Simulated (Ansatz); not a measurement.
Interaction energy ladder

The pair of Li⁺ (SMILES [Li+], atom 1) and SiNH5 (SMILES [SiH3]N, atoms 2–8), both closed shells, in one local arrangement (a lower one may exist), relaxed at PBE0-D4/def2-TZVP:

Li1  (-0.782, -0.073, -2.242)
Si2  (-0.159, 0.423, 0.821)
N3  (0.297, -0.494, -0.668)
H4  (-0.001, 1.845, 0.443)
H5  (-1.581, 0.078, 1.047)
H6  (0.702, 0.043, 1.959)
H7  (0.243, -1.494, -0.481)
H8  (1.281, -0.329, -0.880)
(Å)

Program: Ansatz 0.2.0. Basis: def2-TZVPPD, with def2-QZVPPD for the basis limit. Cores are frozen in the correlated methods. The outer core shell of Li, Na, Mg and K is correlated. B3LYP uses VWN-RPA correlation. Extrapolation: Hartree–Fock as exp(−7.88 √X), correlation as X^−2.97. Interaction energies count from these two fragments, frozen as in the pair, with the counterpoise correction; negative means bound.

(1) What is the interaction energy by CCSD(T) at an estimated basis limit (MP2 extrapolated from triple and quadruple zeta, plus CCSD(T) − MP2 in triple zeta)? (To be estimated.)

(2) Which atoms make the shortest contact between the fragments?

No T1 diagnostic of these runs exceeds 0.011.

## Answers

(1) By the calculation: -161.8 kJ/mol. Hartree–Fock alone gives -167.2 kJ/mol at the basis limit. It counts from the two fragments frozen as in the pair.

The same quantity by other methods in triple zeta, and each one's difference from that estimate:
```csv
method,E_int (kJ/mol),difference
PBE-D4,-164.4,-2.6
revPBE-D4,-159.9,1.9
BLYP-D4,-164.8,-3.0
r2SCAN-D4,-156.7,5.1
B97M-V,-156.3,5.5
PBE0-D4,-168.0,-6.2
B3LYP-D4,-168.9,-7.1
HSE06-D4,-167.9,-6.1
wB97X-V,-165.4,-3.6
wB97M-V,-164.6,-2.8
B2PLYP,-165.2,-3.4
HF,-165.8,-4.0
MP2,-158.4,3.4
CCSD,-160.3,1.5
CCSD(T),-158.5,3.3
```
Differences are method less estimate.

(2) Li1 and N3, 1.95 Å apart.

Energy to bend the free fragments (PBE0-D4 minima) into their shapes in the pair, CCSD(T)/def2-TZVPPD: SiNH5 12.1 kJ/mol. This must be added to the interaction energy to get the binding energy from relaxed fragments.

Basis-set superposition shift (counterpoise-corrected less uncorrected): CCSD(T) 1.6; MP2 1.5; HF 0.2; PBE0-D4 0.3; wB97M-V 0.4 kJ/mol.

For scale, one of the runs: CCSD(T)/def2-TZVPPD, 192 basis functions, launched by `ansatz run in.yaml --threads 2 --pin off --events-out ev --progress --plain --max-ram 5222MiB`. The run took 30 s on 2 CPU threads of an Arm Neoverse V1 (shared host), with 2.1 GiB of host memory at its peak.
